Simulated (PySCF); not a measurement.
Cartesian coordinates (Å):
SMILES: CC(=O)[SiH3]
```xyz
10

C     -1.4198    -0.4334    -0.0987
C     -0.3123     0.3581     0.5554
O     -0.5090     1.0479     1.5327
Si     1.4890     0.2388    -0.1546
H     -2.3491    -0.3240     0.4596
H     -1.5588    -0.0880    -1.1273
H     -1.1385    -1.4891    -0.1580
H      1.4668     0.0762    -1.6289
H      2.2285     1.4582     0.2263
H      2.1253    -0.9607     0.4403
```
Charge 0, multiplicity 1.

Task: What total energy, S1 oscillator strength and HOMO–LUMO gap does PySCF with TPSSh-D3(BJ)/def2-TZVP // B3LYP-D3(BJ)/def2-TZVP give?

Result: 
total energy: -444.6240 Ha
S1 oscillator strength: 0.002
HOMO–LUMO gap: 4.39 eV
